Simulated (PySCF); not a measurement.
Species: mer-MoCl3(PH3)3 (quartet state).
Bonds: Mo1–Cl2, Mo1–Cl3, Mo1–Cl4, Mo1–P5, Mo1–P9, Mo1–P13. Hydrogens: H6, H7, H8 on P5; H10, H11, H12 on P9; H14, H15, H16 on P13.

Theory: PBE0-D3(BJ)/def2-SVP geometry optimisation, gas phase, def2 core potentials past Kr in PySCF.

Task: What internal coordinates does the optimisation give?

Result: 
```csv
bond,length (pm)
Mo1–Cl2,241.0
Mo1–Cl3,239.3
Mo1–Cl4,235.9
Mo1–P5,253.7
"Mo1–P9, Mo1–P13",252.7
"P5–H6, P5–H7, P5–H8",141.9
P9–H10 and 5 like bonds,141.7
```

Bonds in one row agree within 1 pm and their mean is given. A selection of angles:
```csv
angle,degrees
Cl2–Mo1–Cl3,168.5
Cl2–Mo1–Cl4,95.8
Cl2–Mo1–P5,80.3
Cl2–Mo1–P9,91.2
Cl2–Mo1–P13,89.5
Cl3–Mo1–P5,88.2
Cl4–Mo1–P5,176.1
Cl4–Mo1–P9,87.9
P5–Mo1–P9,91.7
P9–Mo1–P13,176.0
Mo1–P5–H6,117.1
Mo1–P5–H8,122.1
H6–P5–H7,97.9
H6–P5–H8,99.3
Mo1–P9–H10,114.4
Mo1–P9–H11,119.9
H10–P9–H11,100.0
```

The 3 Cl–Mo bonds span 2.359 Å (Mo1–Cl4) to 2.410 Å (Mo1–Cl2), a spread of 0.051 Å. P9 (phosphorus bonded to Mo and 3 H) is distorted tetrahedral (angles from 99.6° to 119.9°). Mo1 (molybdenum bonded to 3 Cl and 3 P) is distorted octahedral (the three widest angles are 176.1°, 176.0° and 168.5°, the others run from 80.3° to 95.8°). P5 (phosphorus bonded to Mo and 3 H) is distorted tetrahedral (angles from 97.9° to 122.1°).

Point group: near Cs, missed by 0.16 Å at most; the miss may be what the optimiser left on a soft mode. No frequency check. ⟨S²⟩ = 3.768 (exact for a quartet: 3.75).
